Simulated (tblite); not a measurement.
Question: Write Cartesian coordinates for `COC1=CC=CC=[N+]1C` as optimised with GFN2-xTB. (Charge +1.)

Answer: 
```
atom  x, y, z in Å
C1     2.7303    0.2425   -0.0184
O2     1.5280   -0.5193   -0.0782
C3     0.3563    0.0791    0.0023
C4     0.1303    1.4514    0.1492
C5    -1.1615    1.9258    0.2195
C6    -2.2291    1.0305    0.1431
C7    -1.9610   -0.3060   -0.0013
N8    -0.7005   -0.7675   -0.0696
C9    -0.4272   -2.1802   -0.2216
H10    2.7876    0.9524   -0.8454
H11    2.8183    0.7651    0.9356
H12    3.5336   -0.4856   -0.1084
H13    0.9665    2.1284    0.2056
H14   -1.3424    2.9829    0.3331
H15   -3.2483    1.3747    0.1957
H16   -2.7495   -1.0404   -0.0665
H17    0.1456   -2.3504   -1.1341
H18   -1.3573   -2.7394   -0.2673
H19    0.1706   -2.5346    0.6192
```

Any rigid rotation of these coordinates is as good. Atoms count from 1 in this order. C6 (aromatic CH carbon) is planar (angles 121.1°, 120.1° and 118.8°, sum 360.0°, 0.00 Å off the plane of its three neighbours). The 6-membered ring C3–C4–C5–C6–C7–N8 has internal angles of 118.8° to 121.6° (sum 720°, against 720° for a flat polygon); it is planar, 0.00 Å rms from its mean plane, widest ring torsion 0°. The 9 heavy atoms lie in one plane (0.000 Å rms). The C–O distances run from 1.318 Å (O2–C3, drawn single) to 1.425 Å (C1–O2, drawn single), a spread of 0.107 Å.

Bonds between heavy atoms (Å): C1–O2 1.425, O2–C3 1.318, C3–C4 1.399, C4–C5 1.378, C5–C6 1.395, C6–C7 1.371, C7–N8 1.344, N8–C9 1.447, C3–N8 1.356.

The geometry is computed with GFN2-xTB (gas phase).

Point group: Cs (tolerance 0.08 Å). Its GFN2-xTB frequencies are all real (lowest 112 cm⁻¹). Torsions: C1–O2–C3–C4 0°.

One conformer stands for the species.
